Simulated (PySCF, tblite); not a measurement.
Isomers of C4H9F2Si2 (doublet state), one GFN2-xTB conformer each. Single-point energies are computed at B3LYP/pcH-1 (PySCF, gas phase, no added dispersion term), electronic only. GFN2-xTB treats the open shell by occupation alone, and not every SCF solution was tested for stability.

Question: Rank them by B3LYP/pcH-1 energy, lowest first (kJ/mol).
A. `[CH3:1][SiH2:2]/[C:3](=[CH:4]\[SiH2:5])[CH:6]([F:7])[F:8]` (doublet state) with C1–Si2–C3–C4 74°, Si2–C3–C6–F7 56°
B. `[CH3:1][SiH:2]/[C:3](=[CH:4]\[SiH3:5])[CH:6]([F:7])[F:8]` (doublet state) with C1–Si2–C3–C4 0°, Si2–C3–C6–F7 -57°
C. `[CH3:1][SiH2:2]/[C:3](=[C:4]\[SiH3:5])[CH:6]([F:7])[F:8]` (doublet state) with C1–Si2–C3–C4 -121°, Si2–C3–C6–F7 -80°

Answer: A (0.0), B (16.8), C (36.9).

Neighbours under 21 kJ/mol apart (C[SiH2]/C(=C\[SiH2])C(F)F and C[SiH]/C(=C\[SiH3])C(F)F; C[SiH]/C(=C\[SiH3])C(F)F and C[SiH2]/C(=[C]\[SiH3])C(F)F) can change places with a better method, another conformer or zero-point energy. GFN2-xTB itself gives, in the same order: 0.0, 0.8, 53.8. Both levels put the same isomer lowest; measured from each level's own lowest isomer, the values differ by up to 16.9 kJ/mol (C[SiH2]/C(=[C]\[SiH3])C(F)F: 53.8 against 36.9).

What happens when harmonic zero-point energies from GFN2-xTB frequencies are added?

| SMILES | ZPE (kJ/mol) | electronic (kJ/mol) | with ZPE (kJ/mol) |
| --- | --- | --- | --- |
| C[SiH2]/C(=C\[SiH2])C(F)F | 290.9 | 0.0 | 0.0 |
| C[SiH]/C(=C\[SiH3])C(F)F | 290.9 | 16.8 | 16.8 |
| C[SiH2]/C(=[C]\[SiH3])C(F)F | 282.5 | 36.9 | 28.6 |

The zero-point energies span 8.4 kJ/mol. The order is unchanged.
